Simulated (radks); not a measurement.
Effect of the nuclear size on the dysprosium ion Dy3+, [Xe] 4f9. All-electron calculation, Dirac Kohn-Sham, BLYP, spin-unpolarised, spherical densities, finite nucleus; open shells are shared between the two j in proportion to 2j + 1; Fermi nuclear charge, rms radius 5.2218 fm. Program: a radial shooting solver on a logarithmic mesh with Libxc functionals. The rms radius is varied about that value; shifts are against it.

rms radius (fm)  total energy shift (eV)  density at nucleus (e/bohr^3)  1s1/2 shift (meV)  2s1/2 shift (meV)  4p1/2 shift (meV)  5s1/2 shift (meV)  5p1/2 shift (meV)  4f7/2 shift (meV)  6s1/2 (empty) shift (meV)
4.2192                             -9.19                      7.848e+05              -3780               -495              0.389              -4.18              0.158              0.561                     -0.722
4.7153                             -4.82                      7.614e+05              -1980               -260              0.203              -2.19              0.083              0.295                     -0.379
5.2218                                 0                      7.405e+05              0.000              0.000              0.000              0.000              0.000              0.000                      0.000
5.4359                              2.15                      7.325e+05                881                116             -0.090              0.976             -0.037             -0.131                      0.169
5.8536                              6.51                      7.178e+05               2670                351             -0.273               2.96             -0.112             -0.398                      0.511

Slopes of the eigenvalues against <r^2> in GHz/fm^2, as finite differences over the two radii next to the reference (eigenvalue slopes, not the field-shift constants of lines): 1s1/2 94600, 2s1/2 12400, 4p1/2 -9.71, 5s1/2 105, 5p1/2 -3.96, 4f7/2 -14.1, 6s1/2 (empty) 18.1.
